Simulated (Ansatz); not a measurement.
The C2–H3 bond of CH4BeSe (SMILES [CH3][Be][SeH]) is stretched (multiplicity 1, the rest rigid).
Geometry at rest (charge 0, multiplicity 1):
```xyz
7

Be     0.8409    -0.7609    -0.2140
C      2.0634    -1.8575    -0.5382
H      1.6877    -2.8828    -0.6105
H      2.8397    -1.8492     0.2329
H      2.5574    -1.6324    -1.4895
Se    -0.6419     0.6072     0.1344
H     -1.0024    -0.0909     1.3817
```

Frozen-core correlation. Filled d and f shells under p-block atoms count as core.

Codes used: Ansatz (Gaussian orbitals). Values without a source in brackets are computed.

Energies above the point at 1.094 Å (the B3LYP-D3(BJ) bond length), FIC-MRCISD+Q on CASSCF(2,2)/cc-pVTZ (kcal/mol): 5.59 at 0.985 Å; 3.65 at 1.204 Å; 110.79 at 3.502 Å.

Q: Take the last value as the depth D of a Morse curve D(1 − e^(−a(R − R₀)))², fit a and R₀ to the two near points, and test it at 1.477 and 1.915 Å.

A: 
With D = 110.8, both near points (counted from the curve's value at 1.094 Å) are met by a = 1.84 Å⁻¹ and R₀ = 1.095 Å, so k = 2Da² = 752 kcal/(mol Å²). The curve then gives 28.3 and 67.3 kcal/mol; the level itself gives 28.3 and 69.4, so Morse is off by 0.0 and -2.2.

Ansatz is a program for electronic structure.
